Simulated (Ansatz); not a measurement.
## 1,2-elimination

Start structure (SiN2H5Cl, closed shell), relaxed at PBE0-D4/def2-TZVP:

Si1  (-0.191, -0.418, 0.239)
N2  (0.110, 1.101, 0.937)
N3  (-0.007, -0.264, -1.441)
H4  (0.824, 0.154, -1.829)
H5  (-1.517, -1.048, 0.442)
Cl6  (1.135, -1.682, 1.209)
H7  (0.427, 1.183, 1.888)
H8  (-0.373, 1.923, 0.614)
H9  (-0.408, -0.949, -2.061)
(Å)

The step: SiN₂H₅Cl ([NH2][SiH]([NH2])[Cl]) → SiNH₂Cl ([NH][SiH][Cl]) + NH₃ (still joined by a long Si–N bond); bonds formed: N2–H4; bonds broken: N3–H4; bonds weakened to dative contacts: Si1–N2. Program: Ansatz 0.2.0. Basis: def2-TZVPP and def2-QZVPP. Cores are frozen in the correlated methods. Extrapolation: Hartree–Fock as exp(−7.88 √X), correlation as X^−2.97. Energies below are by CCSD(T) at an estimated basis limit (MP2 extrapolated from triple and quadruple zeta, plus CCSD(T) − MP2 in triple zeta).

(1) What are the electronic barrier and the energy of the step, from the start structure to the end structure? (Judge from chemistry; the value comes from the calculation.)

The T1 diagnostic stays at or below 0.014.

## Answers

(1) Computed: Barrier 52.89 kcal/mol; step energy 44.54 kcal/mol (uphill); reverse barrier, their difference, 8.35 kcal/mol. Barrier and step energy count from the start structure, the reverse barrier from the end structure.

The saddle point: One imaginary mode of 1269i cm⁻¹.
```csv
pair,start (Å),saddle (Å),end (Å)
N2–H4,3.01,1.20,1.02
Si1–N2,1.70,1.85,1.92
N3–H4,1.01,1.46,2.28
```

Zero-point energy (harmonic, PBE0-D4): ZPE is 39.81 kcal/mol at the start and 37.55 kcal/mol at the saddle, so the barrier goes from 52.89 to 50.64 kcal/mol.

First-order rate constant out of the start structure at 498 K by transition-state theory, with harmonic vibrational free energies alone and no tunnelling: ΔA‡ = 51.76 kcal/mol, so k = (kB T/h) exp(−ΔA‡/kB T) ≈ 10^-10 s⁻¹ (an order of magnitude at best: rotation, the number of equivalent paths and anharmonicity are left out).

Labels in which every atom is bracketed show which atoms are joined, not bond orders.

For scale, one of the runs: CCSD(T)/def2-TZVPP, 216 basis functions, launched by `ansatz run in.yaml --threads 4 --pin off --events-out ev --progress --plain --max-ram 9574MiB`. The run took 110 s on 4 CPU threads of an AMD EPYC (shared host), with 3.1 GiB of host memory at its peak.
